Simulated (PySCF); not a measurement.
C3H9GeN, SMILES [CH3][GeH]1[CH2]N[CH2]1. Atoms are numbered in the order given.

```xyz
14

C      2.0866    -0.6663     0.0000
Ge     0.4184     0.3427     0.0000
C     -1.0744    -0.2397     1.1682
N     -1.9437    -0.1231     0.0000
C     -1.0744    -0.2397    -1.1682
H      2.6845    -0.4231     0.8909
H      2.6845    -0.4231    -0.8909
H      1.8790    -1.7459     0.0000
H      0.6927     1.8600     0.0000
H     -1.3812     0.3874     2.0213
H     -0.9106    -1.2747     1.5370
H     -2.7654    -0.7237     0.0000
H     -0.9106    -1.2747    -1.5370
H     -1.3812     0.3874    -2.0213
```
Charge 0, spin multiplicity 1.

The structure is a stationary point at PBE0-D3(BJ)/def2-SVP. This is a generated structure with no PubChem entry under its InChIKey; it may be hypothetical.

Computed with TDA-PBE/def2-SVPD in PySCF.

Vertical excitations.  State labels are in the subgroup Cs.

Computed UV-visible absorptions:
```csv
state,symmetry,energy (eV),λ (nm),f,main pairs
S1,A",4.75,261,0.001,HOMO→LUMO 100 %
S2,A',4.85,256,0.010,HOMO→LUMO+1 99 %
S3,A',5.14,241,0.004,HOMO→LUMO+2 99 %
S4,A',5.39,230,0.003,HOMO→LUMO+3 100 %
S5,A',6.34,196,0.016,HOMO→LUMO+4 94 %
S6,A",6.42,193,0.006,HOMO→LUMO+6 88 %
S7,A',6.46,192,0.011,HOMO→LUMO+5 93 %
S8,A",6.47,192,0.001,HOMO−1→LUMO+1 87 %
S9,A',6.65,186,0.013,HOMO→LUMO+7 95 %
S10,A",6.72,185,0.026,"HOMO−1→LUMO+2 83 %, HOMO−2→LUMO 16 %"
T1,A",4.69,264,0,HOMO→LUMO 100 %
T2,A',4.78,259,0,HOMO→LUMO+1 98 %
T3,A',4.90,253,0,HOMO→LUMO+2 98 %
T4,A',5.35,232,0,HOMO→LUMO+3 100 %
```
Triplets are in the Tamm–Dancoff approximation.
